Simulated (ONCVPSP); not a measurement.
calcium (Ca) ONCV: all-electron and pseudo phase curves

- Element: Ca
- Generator: ONCVPSP 4.0.1
- Type: optimised norm-conserving Vanderbilt (ONCV)
- Functional: PBE
- Relativity: scalar-relativistic
- Frozen core: [Ne]
- Valence charge: 10
- Reference configuration: 3s2 3p6 (charge +2)
- Partial waves: 3s: rc 1.20 bohr, ncon 4, nbas 8, qcut 6.3 1/bohr, 3 projectors, debl 1.1 Ha; 3p: rc 1.75 bohr, ncon 3, nbas 8, qcut 6.7 1/bohr, 2 projectors, debl 3.8 Ha; d scattering state at 0.3 Ha: rc 1.20 bohr, ncon 3, nbas 6, qcut 8.8 1/bohr, local
- Local potential: the d channel
- Core correction: none

In the s channel the program set the typed energies aside and used -2.287, 0.250, 1.350 Ha. In the d channel the program set the typed energies aside and used 0.050 Ha.

The phase is arctan(r·R′/R) of the radial function R(r), unwrapped; energies in Ha, scanned from -4 to 5 Ha. A pole is an energy at which the radial function vanishes at the test radius. The pseudo phase is shifted by a multiple of π to meet the all-electron one at the reference energy, and phase errors are pseudo minus all-electron; the curves can meet again beyond the range given. Levels narrower than the energy grid can be missing from the lists of poles.

Q: For each channel, where are the poles, and over which energies does the pseudopotential scatter like the atom?

A:

```csv
channel,radius (bohr),reference energy (Ha),"poles, all-electron","poles, pseudo",unbroken range about the reference energy with phases within 0.05 rad,phase error 1 Ha above the reference energy (rad)
s,1.22,-2.29,1.08,1.08,the whole range,+0.000
p,1.77,-1.58,-0.94,-0.94,the whole range,+0.001
d,1.22,0.05,2.25,2.51,-1.5 to 3.3,+0.007
```

Note: ghosts flagged at negative energy: p at -3300.7 eV; GHOST(+) flagged for s at 350.6 eV. A true bound ghost makes a file unfit for plane-wave use.

Phases in the d channel:

| E (Ha) | all-electron | pseudo |
| --- | --- | --- |
| -3.98 | 1.061 | 1.085 |
| -3.74 | 1.028 | 1.054 |
| -3.50 | 0.991 | 1.019 |
| -3.26 | 0.945 | 0.977 |
| -3.02 | 0.891 | 0.925 |
| -2.78 | 0.825 | 0.863 |
| -2.54 | 0.743 | 0.785 |
| -2.30 | 0.640 | 0.686 |
| -2.06 | 0.509 | 0.560 |
| -1.82 | 0.345 | 0.398 |
| -1.58 | 0.143 | 0.195 |
| -1.34 | -0.090 | -0.046 |
| -1.10 | -0.335 | -0.303 |
| -0.86 | -0.564 | -0.545 |
| -0.62 | -0.761 | -0.752 |
| -0.38 | -0.921 | -0.918 |
| -0.14 | -1.048 | -1.048 |
| 0.10 | -1.149 | -1.149 |
| 0.34 | -1.231 | -1.230 |
| 0.58 | -1.298 | -1.295 |
| 0.82 | -1.354 | -1.349 |
| 1.06 | -1.401 | -1.394 |
| 1.30 | -1.443 | -1.433 |
| 1.54 | -1.480 | -1.466 |
| 1.78 | -1.513 | -1.496 |
| 2.02 | -1.543 | -1.523 |
| 2.26 | -1.572 | -1.547 |
| 2.50 | -1.599 | -1.569 |
| 2.74 | -1.625 | -1.590 |
| 2.98 | -1.651 | -1.610 |
| 3.22 | -1.677 | -1.629 |
| 3.46 | -1.704 | -1.648 |
| 3.70 | -1.732 | -1.666 |
| 3.94 | -1.762 | -1.684 |
| 4.18 | -1.795 | -1.703 |
| 4.42 | -1.832 | -1.721 |
| 4.66 | -1.873 | -1.741 |
| 4.90 | -1.921 | -1.761 |
